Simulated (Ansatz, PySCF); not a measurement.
difluoro(fluorosilyl)silane (F3H3Si2), SMILES F[SiH2][SiH](F)F. Atoms are numbered in the order given.

```xyz
8

Si     1.3792     0.0253    -0.2558
F      2.0877     0.7143     1.0446
Si    -0.9026    -0.1292     0.1927
F     -1.5726    -0.9350    -1.0471
F     -1.5425     1.3600     0.2034
H      1.6258     0.8733    -1.4518
H      1.9683    -1.3263    -0.4552
H     -1.2920    -0.8064     1.4521
```
Charge 0, spin multiplicity 1.

The structure is a stationary point at ωB97X-D3(BJ)/def2-SVP. Other conformers were not sampled.

Two levels are set side by side: PBE-D3(BJ)/def2-SVP (Ansatz, a first-principles code) and ωB97X-D3(BJ)/def2-SVP (PySCF). Each level has its own optimised geometry; the coordinates shown are those of the second. Frequencies come from the Hessian of PySCF at each geometry. Differences are taken from unrounded values.

```csv
quantity,ωB97X-D3(BJ),PBE-D3(BJ),PBE-D3(BJ) minus ωB97X-D3(BJ)
mean bond length (Å),1.666,1.682,0.015
bond Si1–F2 (Å),1.633,1.645,0.012
bond Si1–Si3 (Å),2.331,2.354,0.023
bond Si3–F4 (Å),1.623,1.636,0.013
bond Si3–F5 (Å),1.621,1.634,0.013
bond Si1–H6 (Å),1.487,1.502,0.015
bond Si1–H7 (Å),1.488,1.503,0.015
bond Si3–H8 (Å),1.482,1.498,0.016
highest harmonic wavenumber (cm⁻¹),2306,2192,-114
mean harmonic wavenumber (cm⁻¹),872,829,-43
zero-point energy (kcal/mol),22.45,21.33,-1.12
```

GGA bonds tend to be longer and softer than those of functionals with exact exchange. Differences between two approximate levels are no errors against the true value.
